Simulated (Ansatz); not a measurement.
Computed with Ansatz on PBE0-D4/def2-TZVP structures; ΔE is electronic, products minus reactants. CBS: MP2 limit from def2 TZ/QZ plus the TZ coupled-cluster correction, frozen cores. This one scheme is used for every species. For Br outer-core shells are correlated without core-valence functions, which leaves a few kJ/mol of doubt a bond. Scalar relativity is left out up to krypton. Each species was taken in one conformer, which may not be the lowest.

Reaction (ligand exchange at the Si–Br bond): `CO[SiH](O)Br` + HCl → `CO[SiH](O)Cl` + HBr

```tsv
species	CCSD(T)/CBS(def2) energy (Eh)
`CO[SiH](O)Br`	-3053.94794
HCl	-460.38127
`CO[SiH](O)Cl`	-940.41141
HBr	-2573.91920
```

Work out ΔE.

ΔE = (-940.41141) + (-2573.91920) − (-3053.94794) − (-460.38127) = -0.00140 Eh = -0.9 kcal/mol.

Largest T1 diagnostic among the species: 0.011.
